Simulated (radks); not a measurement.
The numbers below are computed, except where a source is named.
Excited configurations of neutral sulfur: one electron is placed in a higher orbital outside [Ne] 3s2 3p3. The ground configuration is [Ne] 3s2 3p4. Level of theory: scalar-relativistic Kohn-Sham, PBEsol, spin-polarised, spherical densities, point nucleus; open shells are filled with parallel spins first (a radial shooting solver on a logarithmic mesh with Libxc functionals). Excitation = E - E(ground); binding = E(ion) - E, where the ion is the core of charge +1; n* = 1/sqrt(2 binding) in atomic units, and the quantum defect is n - n*.

outer orbital	excitation (eV)	binding (eV)	eigenvalue (eV)	<r> (bohr)
3d	8.036	2.179	-0.610	6.713
4p	7.614	2.600	-1.420	7.421
4d	8.822	1.392	-0.740	12.88
5s	8.389	1.826	-1.127	12.11
5p	8.816	1.398	-0.838	15.10
6s	9.154	1.060	-0.688	21.15
6p	9.341	0.873	-0.561	25.12
6d	9.612	0.602	-0.390	35.48
6f	9.739	0.475	-0.305	43.07
7s	9.518	0.697	-0.468	32.82

The Delta-SCF ionisation energy is 10.214 eV (NIST Atomic Spectra Database: 10.360 eV, measured). Self-interaction in the functional shifts the binding energies and quantum defects, so they are the method's values and not measured ones. Open shells are spherical and high-spin; term and fine-structure splittings are not resolved.
